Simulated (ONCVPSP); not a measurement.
Configuration tests for indium (ONCV)

- Element: indium
- Generator: ONCVPSP 4.0.1
- Type: optimised norm-conserving Vanderbilt (ONCV)
- Functional: PBEsol
- Relativity: scalar-relativistic
- Frozen core: [Kr] 4d10
- Valence charge: 3
- Reference configuration: 5s1.75 5p1.25
- Partial waves: 5s: rc 1.85 bohr, ncon 4, nbas 7, qcut 3 1/bohr, 2 projectors, debl 3.3 Ha; 5p: rc 2.65 bohr, ncon 3, nbas 7, qcut 2.6 1/bohr, 2 projectors, debl 1.9 Ha; d scattering state at 0.15 Ha: rc 2.50 bohr, ncon 3, nbas 7, qcut 3.6 1/bohr, 2 projectors, debl 0.7 Ha
- Local potential: polynomial inside 1.80 bohr (lpopt 3, dvloc0 0 Ha)
- Core correction: none

Energies are relative to the spin-unpolarised reference configuration 5s1.75 5p1.25; without spin polarisation the order of configurations can differ from experiment.

| valence configuration | charge | ΔE all-electron (eV) | error AE − PS (meV) |
| --- | --- | --- | --- |
| 5s2 5p1 | 0 | -1.443 | +1.5 |
| 5s2 5p0 | +1 | 3.918 | +4.6 |
| 5s1 5p0 | +2 | 23.197 | +17 |

Question: What are ΔE and the potential's error for 5s1 5p2?

Answer: ΔE = 4.434 eV all-electron; the error (AE − PS) is +11 meV.

Levels in the configuration 5s2 5p0:

| level | all-electron (eV) | pseudo (eV) |
| --- | --- | --- |
| 5s | -14.985 | -15.017 |

Note: ghosts flagged at negative energy: d at -10.7 eV; GHOST(+) flagged for s at 88.2 eV. A true bound ghost makes a file unfit for plane-wave use.
